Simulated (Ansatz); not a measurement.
Cl₄Sb (SMILES [Cl][Sb+]([Cl])([Cl])[Cl]), charge +1, singlet, geometry from GFN2-xTB (core potentials on Sb). Base run: HF/def2-SVP in Ansatz (a program for electronic structure).

The Ansatz input:
Ansatz 0.2 input:
```yaml
crystal:
  periodic: [false, false, false]
  atoms:
    - {symbol: Sb, position_ang: [-0.00000000, -0.00000000, 0.00000000]}
    - {symbol: Cl, position_ang: [1.84740184, -0.63968342, -1.20239968]}
    - {symbol: Cl, position_ang: [0.62122222, 0.48888872, 2.15474458]}
    - {symbol: Cl, position_ang: [-0.93603228, 1.85924544, -0.96690403]}
    - {symbol: Cl, position_ang: [-1.53259177, -1.70845074, 0.01455913]}
basis:
  gaussian:
    orbitals: def2-SVP
hamiltonian:
  xc: hf
total_charge: 1
```

Each row names what was changed in the base input (with any setting that the change needs).

| change | E (Eh) |
|---|---|
| base | -2076.45546 |
| functional = b3lyp | -2080.37259 |
| functional = revpbe | -2079.95660 |
| functional = pbe0 | -2079.64664 |
| functional = r2scan | -2080.22679 |
| functional = wB97X-V | -2079.94464 |
| functional = wB97M-V | -2080.12812 |
| functional = pbe0; dispersion = d3bj | -2079.65529 |
| functional = b3lyp; dispersion = d4 | -2080.38805 |
| functional = SVWN5 | -2073.96723 |
| functional = cam_b3lyp | -2080.27130 |
| functional = hse06 | -2079.61520 |
| functional = blyp | -2080.18609 |

Absolute energies of different levels of theory aren't comparable as measures of quality.
